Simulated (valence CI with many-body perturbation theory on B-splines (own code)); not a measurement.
# Sn27+: E2, M1 decay

Method: relativistic CI+MBPT: five valence electrons over a frozen Dirac-Fock core [Ar], a basis of 7 s, 7 p, 8 d, 6 f, 4 g, 1 h functions for each j, with the one-electron correlation potential Σ1, the two-electron term Σ2, the three-electron term Σ3, Breit, model QED; selected CI, second order for the rest (own B-spline code, finite nucleus).

The last digits are not significant, and no measured levels were compared; by estimate large intervals hold to a few tenths of a per cent, small ones and those within an open d or f shell to about a per cent. Core correlation moves these levels by up to 12000 cm⁻¹, and in measured spectra 5 to 20 % of such shifts remained as error; rates that hang on mixing are uncertain with them. Only levels of the ground parity were solved; by the run's estimate the other parity begins above the list, which can be wrong where configurations are misplaced.

Lines 1 to 50 of 120 in falling wavelength, among levels below 67.048 eV, chosen from the decays that carry over 1 % of a level's rate. Wavelengths and rates use the calculated energies. Electric multipoles are in the length gauge, E1 and E2 with the static RPA response of the core. S is in atomic units (e²a₀⁴ for E2 and M2, e²a₀⁶ for E3), for M1 in squared Bohr magnetons. Weak lines are less certain than strong ones. Lines between different terms over intervals too small for the method are left out, as are lines whose strength nearly cancels.

Names give the largest LS component (configuration and term), which can be under half, so a name can repeat, a term be missing and a line seem to break the LS rules; names also repeat where a configuration has a term twice. Letters in brackets count levels of one name in rising energy.

| λ vac (nm) | Upper | Lower | Type | A (s⁻¹) | S (a.u.) |
| --- | --- | --- | --- | --- | --- |
| 1678 | 3d⁵ ⁴G_11/2 | 3d⁵ ⁴G_7/2 | E2 | 1.53e-08 | 2.18e-04 |
| 911.1 | 3d⁵ ⁴G_9/2 | 3d⁵ ⁴G_11/2 | M1 | 2.94e+01 | 8.23e+00 |
| 590.5 | 3d⁵ ⁴G_9/2 | 3d⁵ ⁴G_7/2 | M1 | 1.17e+02 | 8.91e+00 |
| 488.7 | 3d⁵ ²I_13/2 | 3d⁵ ²I_11/2 | M1 | 7.03e+01 | 4.26e+00 |
| 470.6 | 3d⁵ ²D_3/2 [a] | 3d⁵ ⁴F_5/2 | M1 | 1.53e+02 | 2.37e+00 |
| 440.7 | 3d⁵ ⁴P_1/2 | 3d⁵ ⁴P_3/2 | M1 | 5.01e+02 | 3.18e+00 |
| 377.0 | 3d⁵ ⁴D_3/2 | 3d⁵ ²D_5/2 [a] | M1 | 3.19e+02 | 2.54e+00 |
| 285.7 | 3d⁵ ²G_7/2 [a] | 3d⁵ ²F_5/2 [a] | M1 | 2.31e+02 | 1.60e+00 |
| 284.2 | 3d⁵ ⁴D_7/2 | 3d⁵ ⁴G_9/2 | M1 | 2.21e+02 | 1.50e+00 |
| 275.3 | 3d⁵ ⁴D_7/2 | 3d⁵ ⁴G_5/2 [b] | M1 | 8.64e+02 | 5.35e+00 |
| 272.8 | 3d⁵ ⁴F_3/2 | 3d⁵ ²D_5/2 [a] | M1 | 3.64e+02 | 1.10e+00 |
| 246.6 | 3d⁵ ²G_9/2 [a] | 3d⁵ ⁴D_7/2 | M1 | 5.52e+02 | 3.07e+00 |
| 244.7 | 3d⁵ ⁴G_7/2 | 3d⁵ ⁴G_5/2 [a] | M1 | 1.26e+03 | 5.45e+00 |
| 241.2 | 3d⁵ ²H_9/2 | 3d⁵ ²G_9/2 [a] | M1 | 6.04e+02 | 3.15e+00 |
| 222.6 | 3d⁵ ⁴P_3/2 | 3d⁵ ⁴G_5/2 [a] | M1 | 9.59e+02 | 1.57e+00 |
| 207.1 | 3d⁵ ⁴F_7/2 | 3d⁵ ⁴F_5/2 | M1 | 6.29e+02 | 1.66e+00 |
| 197.0 | 3d⁵ ²G_9/2 [b] | 3d⁵ ²G_7/2 [a] | M1 | 6.50e+02 | 1.84e+00 |
| 193.4 | 3d⁵ ²F_5/2 [b] | 3d⁵ ²F_5/2 [a] | M1 | 2.86e+02 | 4.60e-01 |
| 191.9 | 3d⁵ ⁴D_7/2 | 3d⁵ ⁴G_7/2 | M1 | 1.45e+03 | 3.04e+00 |
| 191.1 | 3d⁵ ²G_7/2 [a] | 3d⁵ ²G_9/2 [a] | M1 | 1.44e+02 | 2.99e-01 |
| 189.6 | 3d⁵ ²D_3/2 [a] | 3d⁵ ²F_5/2 [a] | M1 | 1.99e+02 | 2.01e-01 |
| 182.9 | 3d⁵ ²D_5/2 [a] | 3d⁵ ⁴P_3/2 | M1 | 2.20e+02 | 3.00e-01 |
| 179.9 | 3d⁵ ²H_9/2 | 3d⁵ ²F_7/2 [a] | M1 | 3.28e+02 | 7.08e-01 |
| 179.8 | 3d⁵ ⁴F_7/2 | 3d⁵ ²H_9/2 | M1 | 1.22e+03 | 2.10e+00 |
| 177.8 | 3d⁵ ⁴F_5/2 | 3d⁵ ⁴D_3/2 | M1 | 1.19e+03 | 1.49e+00 |
| 176.5 | 3d⁵ ⁴G_5/2 [b] | 3d⁵ ⁴G_5/2 [a] | M1 | 5.73e+03 | 7.01e+00 |
| 175.0 | 3d⁵ ⁴D_1/2 | 3d⁵ ⁴P_1/2 | M1 | 4.85e+03 | 1.93e+00 |
| 172.8 | 3d⁵ ²F_5/2 [a] | 3d⁵ ⁴D_7/2 | M1 | 7.50e+02 | 8.60e-01 |
| 170.9 | 3d⁵ ⁴D_3/2 | 3d⁵ ⁴P_1/2 | M1 | 7.33e+01 | 5.43e-02 |
| 170.3 | 3d⁵ ²D_5/2 [a] | 3d⁵ ⁴G_7/2 | M1 | 2.08e+03 | 2.29e+00 |
| 167.7 | 3d⁵ ²F_7/2 [b] | 3d⁵ ²F_5/2 [a] | M1 | 6.16e+02 | 8.63e-01 |
| 167.7 | 3d⁵ ²I_11/2 | 3d⁵ ⁴G_9/2 | M1 | 8.41e+02 | 1.77e+00 |
| 162.3 | 3d⁵ ²F_7/2 [a] | 3d⁵ ⁴G_9/2 | M1 | 2.23e+03 | 2.82e+00 |
| 162.2 | 3d⁵ ²G_9/2 [b] | 3d⁵ ²H_9/2 | M1 | 3.29e+03 | 5.21e+00 |
| 162.2 | 3d⁵ ²H_11/2 | 3d⁵ ²H_9/2 | M1 | 1.03e+03 | 1.96e+00 |
| 159.4 | 3d⁵ ²F_7/2 [a] | 3d⁵ ⁴G_5/2 [b] | M1 | 4.72e+02 | 5.67e-01 |
| 158.9 | 3d⁵ ⁴F_5/2 | 3d⁵ ²F_7/2 [a] | M1 | 4.25e+03 | 3.79e+00 |
| 150.8 | 3d⁵ ²F_5/2 [b] | 3d⁵ ⁴F_3/2 | M1 | 3.06e+03 | 2.34e+00 |
| 150.5 | 3d⁵ ²G_7/2 [a] | 3d⁵ ²F_7/2 [a] | M1 | 1.66e+03 | 1.68e+00 |
| 148.5 | 3d⁵ ²D_3/2 [a] | 3d⁵ ⁴F_3/2 | M1 | 2.60e+03 | 1.26e+00 |
| 145.7 | 3d⁵ ⁴F_3/2 | 3d⁵ ⁴P_1/2 | M1 | 9.00e+02 | 4.13e-01 |
| 144.0 | 3d⁵ ⁴D_3/2 | 3d⁵ ⁴G_5/2 [b] | M1 | 9.48e+02 | 4.20e-01 |
| 141.6 | 3d⁵ ²I_11/2 | 3d⁵ ⁴G_11/2 | M1 | 4.51e+03 | 5.70e+00 |
| 130.0 | 3d⁵ ²F_7/2 [b] | 3d⁵ ²G_9/2 [a] | M1 | 1.04e+03 | 6.77e-01 |
| 129.1 | 3d⁵ ²D_3/2 [a] | 3d⁵ ⁴D_3/2 | M1 | 2.59e+02 | 8.25e-02 |
| 127.3 | 3d⁵ ²F_7/2 [a] | 3d⁵ ⁴G_7/2 | M1 | 7.10e+02 | 4.35e-01 |
| 126.9 | 3d⁵ ²D_3/2 [a] | 3d⁵ ⁴D_1/2 | M1 | 6.56e+02 | 1.99e-01 |
| 125.4 | 3d⁵ ⁴F_7/2 | 3d⁵ ²F_5/2 [a] | M1 | 2.88e+03 | 1.69e+00 |
| 125.2 | 3d⁵ ⁴D_1/2 | 3d⁵ ⁴P_3/2 | M1 | 4.27e+03 | 6.23e-01 |
| 123.2 | 3d⁵ ⁴D_3/2 | 3d⁵ ⁴P_3/2 | M1 | 1.72e+02 | 4.76e-02 |
